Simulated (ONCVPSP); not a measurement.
Mo (Z = 42): one change to an ONCV potential, before and after

molybdenum (Mo), optimised norm-conserving Vanderbilt (ONCV), made with ONCVPSP 4.0.1 (PBE, scalar-relativistic). Core [Ar] 3d10, reference 4s2 4p6 4d5 5s1. Waves: 4s+5s: rc 1.65 bohr, ncon 4, nbas 8, qcut 7.4 1/bohr, 2 projectors; 4p: rc 1.55 bohr, ncon 4, nbas 7, qcut 8.8 1/bohr, 2 projectors, debl 3.5 Ha; 4d: rc 1.55 bohr, ncon 4, nbas 7, qcut 10.9 1/bohr, local. Local part: the d channel. Core correction: Teter function, fcfact 3, rcfact 1.6.

Change: all radii but the core radius scaled by about 1.07 (s 1.78, p 1.66, d 1.66 bohr).

Cutoffs: the cutoffs (Ha) at which the residual kinetic energy of the hardest occupied pseudo-wave falls to 1 and 0.1 mHa per electron; they do not see the model core or the augmentation charge, which bear on the density cutoff. Errors are all-electron minus pseudo energies relative to the spin-unpolarised reference configuration.

**Question.** Predict the effect on cutoff, ghosts and configuration errors.

**Answer.** The potential gets softer (25 Ha and 31 Ha → 22 Ha and 28 Ha); of the 4 tests that both files solve, the error grows in 1 and shrinks in 0 by more than 15 % and 0.3 meV (median size 1.3 → 1.4 meV); neither file shows a bound ghost. A larger radius leaves more room for a smooth pseudo-wave, so fewer plane waves are needed.

| quantity | base | changed |
| --- | --- | --- |
| cutoff, loose | 25 Ha | 22 Ha |
| cutoff, tight | 31 Ha | 28 Ha |
| loose cutoff by channel | s 20 Ha, p 25 Ha, d 23 Ha | s 18 Ha, p 22 Ha, d 22 Ha |
| bound ghosts | none | none |
| GHOST(+) flags under 300 eV | none | none |
| error for 4s2 4p6 4d5 5s0, meV [ΔE 6.89 eV] | -2.0 | -2.2 |
| error for 4s2 4p6 4d4 5s0, meV [ΔE 22.35 eV] | -0.8 | -0.9 |
| error for 4s2 4p6 4d3 5s0, meV [ΔE 49.10 eV] | +1.4 | +1.7 |
| error for 4s2 4p6 4d4 5s1 5p1, meV [ΔE 3.74 eV] | +1.2 | +1.1 |
| rms error of d²Exc/dni dnj with the model core, mHa | 1.89 | 2.04 |
